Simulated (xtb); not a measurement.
Here is a job for xtb.
```
$ xtb mol.xyz --gfn 2 --uhf 1 --json

# file mol.xyz
1

Br     0.00000000     0.00000000     0.00000000
```

What does this run give for the total energy, dipole moment?


| Property | Value |
|---|---|
| total energy | -4.0483 Eh |
| dipole moment | 0.00 D |
